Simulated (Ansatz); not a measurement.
C$_{2}$H$_{8}$AlGa, SMILES `[AlH2][CH2][CH2][GaH2]`. Total charge 0; spin multiplicity 1. Correlated methods include outer-core shells of Ga, which these sets cover unevenly. Scalar relativity is left out up to krypton.

```xyz
12

Al    0.195   -1.639    1.752
C    -0.120   -0.761    0.025
C     0.110    0.755   -0.014
Ga   -0.188    1.644   -1.757
H    -0.029   -3.207    1.915
H     0.681   -0.787    3.006
H    -1.143   -1.009   -0.291
H     0.504   -1.270   -0.723
H     1.130    1.010    0.299
H    -0.522    1.272    0.719
H    -0.601    0.788   -3.016
H    -0.016    3.204   -1.913
```

(1) Give the diagnostics of a CCSD(T)/def2-TZVPP run (frozen core, Ansatz). (Best estimate.)

## Answers

(1) Computed: T1 = 0.0116, largest single amplitude 0.015, largest double 0.026, (T) share of the correlation energy 3.7 %, 9 CCSD cycles. The RHF solution is stable towards an unrestricted one. T1 lies under the customary mark of 0.02 for closed shells.
